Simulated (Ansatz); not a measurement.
What each rung costs, and what it gives

The pair of Br⁻ (SMILES [Br-], atom 1) and PH3 (SMILES P, atoms 2–5), both closed shells, in one local arrangement (a lower one may exist), relaxed at PBE0-D4/def2-TZVPD:

```
5
angstrom
Br 0.1181 -0.3726 -2.9095
P -0.5650 0.1363 0.9287
H 0.3352 -0.8780 1.3561
H 0.4028 1.1643 1.0982
H -0.2911 -0.0499 -0.4734
```

Interaction energies are counterpoise-corrected; the time is that of the whole pair.

Ansatz 0.2.0; basis: as named in each row; cores frozen in the correlated methods. Filled d shells of the heavier atoms are correlated. The def2 sets are not built for correlating such inner shells, so the correlated values are less sure here. B3LYP uses VWN-RPA correlation. Extrapolation: Hartree–Fock as exp(−7.88 √X), correlation as X^−2.97.

Times are rough, for one single point on 2 threads of a shared host (Arm Neoverse V1).

The estimate by CCSD(T) at an estimated basis limit (MP2 extrapolated from triple and quadruple zeta, plus CCSD(T) − MP2 in triple zeta) is -0.244 eV.

```tsv
method	basis	time (s)	interaction energy (eV)	method less estimate
HF	STO-3G	under 1	-0.067	0.177
PBE-D4	STO-3G	under 1	-0.439	-0.195
SPW92	def2-SVP	under 1	-0.518	-0.274
PBE-D4	def2-SVP	under 1	-0.413	-0.169
B3LYP-D4	6-31G	under 1	-0.336	-0.092
PBE0-D4	def2-SVP	under 1	-0.368	-0.124
CCSD(T)	def2-SVP	1	-0.174	0.070
PBE-D4	def2-TZVPPD	1	-0.316	-0.072
revPBE-D4	def2-TZVPPD	1	-0.286	-0.042
BLYP-D4	def2-TZVPPD	2	-0.261	-0.017
PBE0-D4	def2-TZVPPD	2	-0.285	-0.041
B3LYP-D4	def2-TZVPPD	2	-0.251	-0.007
HSE06-D4	def2-TZVPPD	2	-0.288	-0.044
wB97M-V	def2-SVP	3	-0.288	-0.044
r2SCAN-D4	def2-TZVPPD	3	-0.274	-0.030
B2PLYP	def2-TZVPPD	3	-0.199	0.045
wB97X-V	def2-TZVPPD	6	-0.229	0.015
wB97M-V	def2-TZVPPD	7	-0.221	0.024
B97M-V	def2-TZVPPD	8	-0.252	-0.007
MP2	def2-QZVPPD	8	-0.244	0.000
CCSD(T)	def2-TZVPPD	25	-0.203	0.041
```

No T1 diagnostic of these runs exceeds 0.014.
